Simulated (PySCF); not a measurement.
PySCF input file for H₂Se₂Zn, SMILES [SeH][Zn][SeH], PBE0/pcSseg-1. Geometry: B3LYP-D3(BJ)/def2-SVP. Other conformers were not sampled.

```python
import numpy as np
from pyscf import gto, scf, dft
from pyscf.prop.nmr import rks as nmr

mol = gto.M(
    atom='''
    Zn   -0.00000000    0.00000000    0.01325345
    Se   -2.30711480    0.03024214    0.02420449
    H    -2.33949632   -1.01400061   -1.02175431
    Se    2.30711480   -0.03024213    0.02420449
    H     2.33949632    1.01400050   -1.02175442
    ''',
    basis='pcSseg-1',
    charge=0,
    spin=0,
    max_memory=1600,
    verbose=3,
)
mf = dft.RKS(mol, xc='pbe0')
mf.grids.level = 3
mf.conv_tol = 1e-10
mf.max_cycle = 100
mf.kernel()
n = nmr.NMR(mf)
n.verbose = 2
n.max_cycle_cphf = 60
sigma = n.kernel()
print('atom   isotropic/ppm   span/ppm')
for i, s in enumerate(sigma):
    w = np.linalg.eigvalsh((s + s.T) / 2)
    print(f'{mol.atom_symbol(i):2s}{i + 1:3d} {w.mean():14.3f} {w[2] - w[0]:11.3f}')
```

Output:

```
converged SCF energy = -6582.26017231129
atom   isotropic/ppm   span/ppm
Zn  1       1583.935    1278.821
Se  2       2269.531     319.238
H   3         31.221      25.882
Se  4       2269.531     319.238
H   5         31.221      25.882
```

The calculation finished and met its thresholds.

Cost: about 50 core-seconds (a rough figure).
